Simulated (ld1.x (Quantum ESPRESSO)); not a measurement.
## What the settings do to the TM potential of Fe

Base potential:

iron, norm-conserving Troullier–Martins (Kleinman–Bylander form), made with ld1.x (Quantum ESPRESSO) 7.5 (LDA (PZ), scalar-relativistic). Core [Ar], reference 3d6 4s2 4p0. Waves: 4s (bound): rc 2.65 bohr; 4p (bound, empty): rc 3.40 bohr; 3d (bound): rc 0.95 bohr. Local part: all-electron potential smoothed inside 0.75 bohr (lloc = -1). Core correction: Bessel-smoothed model core inside 0.90 bohr.

All-electron outer shells of the reference configuration (LDA (PZ), scalar-relativistic, ld1.x):

```csv
shell,level (eV),outermost node (bohr),outermost maximum (bohr)
3s,-93.51,0.33,0.70
3p,-59.93,0.30,0.72
3d,-7.75,–,0.71
4s,-5.49,1.01,2.38
4p,-1.44,1.10,3.29
```

Cutoffs, loose and tight: the cutoffs (Ry, on a coarse ladder) from which the occupation-weighted sum of valence levels, in a spherical-Bessel basis at the reference potential, stays within 10 and 1 mRy of its value at 400 Ry. They do not see the model core or the augmentation charge, which bear on the density cutoff. Test errors are all-electron minus pseudo excitation energies from the reference, over the configurations 3d6 4s1 4p0; 3d6 4s0 4p0; 3d5 4s0 4p0; 3d6 4s1.5 4p0; 3d7 4s1 4p0; 3d6 4s1 4p1; 3d5 4s2 4p1 (two spin-polarised tests are not counted in the largest error). A dash means not determined; rows that change the core or the reference have their own tests. The largest error is taken over the tests solved by every variant that gives reliable tests at all: 3d6 4s1 4p0; 3d6 4s1 4p1; 3d6 4s1.5 4p0.

A true bound ghost makes a file unfit for plane-wave use even where its test errors are small: the radial tests pick states by their node count and pass the ghost by. Where a test does run into it, the solver fails or the error is huge.

```csv
change,outcome,"cutoff, loose","cutoff, tight",bound ghosts,largest test error (meV)
base,generated,200 Ry,260 Ry,"s, p",-6.5
wave 4s (bound): rc 2.65 bohr becomes 4s (bound): rc 2.62 bohr,generated,200 Ry,260 Ry,"s, p",-6.5
"all radii but the core radius scaled by about 1.16 (s 3.06, p 3.94, d 1.10 bohr); local potential all-electron potential smoothed inside 0.86 bohr (lloc = -1)",generated,180 Ry,230 Ry,"s, p",-7.8
wave 3d (bound): rc 0.95 bohr becomes 3d (bound): rc 1.38 bohr,generated,120 Ry,200 Ry,"s, p",-5.4
local potential all-electron potential smoothed inside 2.80 bohr (lloc = -1),generated,200 Ry,300 Ry,none,-8.1
```

What comes out with this change to the base: type PAW; waves now 4s (bound): rcut 2.30, rcutus 2.65 bohr; 4s channel at 4.05 Ry: rcut 2.30, rcutus 2.65 bohr; 4p (bound): rcut 2.95, rcutus 3.40 bohr; 4p channel at 0.35 Ry: rcut 2.95, rcutus 3.40 bohr; 3d (bound): rcut 0.85, rcutus 0.95 bohr; 3d channel at 0.65 Ry: rcut 0.85, rcutus 0.95 bohr; local potential all-electron potential smoothed inside 3.25 bohr (lloc = -1); augmentation BESSEL, radius 0.80 bohr?

outcome: generated; cutoff, loose: 120 Ry; cutoff, tight: 200 Ry; bound ghosts: none; largest test error (meV): -1.2.

What comes out with this change to the base: local potential all-electron potential smoothed inside 3.94 bohr (lloc = -1)?

outcome: generated; cutoff, loose: 200 Ry; cutoff, tight: 300 Ry; bound ghosts: p; largest test error (meV): -18.
